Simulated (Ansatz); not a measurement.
Ansatz (an electronic-structure program) job for Al(Cl)(SeH)2 (AlClH₂Se₂), SMILES [Cl][Al]([SeH])[SeH], PBE/def2-SVPD. Coordinates come from a B3LYP-D3(BJ)/def2-SVP optimisation. The structure was generated by enumeration; whether it is a known compound was not checked. Other conformers were not sampled.

Ansatz 0.2 input:
```yaml
crystal:
  periodic: [false, false, false]
  atoms:
    - {symbol: Al, position_ang: [0.00000000, -0.00000000, 0.40742132]}
    - {symbol: Cl, position_ang: [-0.00000000, -0.00000001, 2.51244574]}
    - {symbol: Se, position_ang: [-0.00000000, 2.05875200, -0.64746750]}
    - {symbol: H, position_ang: [0.00000000, 1.44368904, -1.99013208]}
    - {symbol: Se, position_ang: [-0.00000000, -2.05875199, -0.64746751]}
    - {symbol: H, position_ang: [0.00000000, -1.44368903, -1.99013209]}
basis:
  gaussian:
    orbitals: def2-SVPD
hamiltonian:
  xc: {name: PBE}
```

It prints:

```
WARN ansatz: RAYON_NUM_THREADS=1 ignored (pool sized by the plan → 1); use --threads N
Functional definition: PBE
integrals: 0.12 GiB planned
1535 factors; their error is unknown
mean field: 0.57 GiB planned
mean field evaluation 1: about -149804.3709 eV, gradient 2.2e1 eV
mean field evaluation 2: about -149803.8436 eV, gradient 2.5e1 eV
mean field evaluation 4: about -149805.7674 eV, gradient 1.5e0 eV
mean field evaluation 8: about -149805.7731 eV, gradient 1.8e-2 eV
mean field evaluation 16: about -149805.7287 eV, gradient 3.0e-5 eV
mean field -149805.72867335 eV, -5505.2589867758 hartree, gradient 3.0e-5 eV, S^2 0.000000; 0 other end points of the search recorded, 0 dependent functions left out
reference -149805.72873788 eV, -5505.2589891473 hartree; 50, 50 occupied and 99, 99 virtual orbitals, 1535 factors
Total energy: -149805.72873788 eV, -5505.2589891473 hartree
```

The run converged.

Cost: roughly 3 core-seconds.
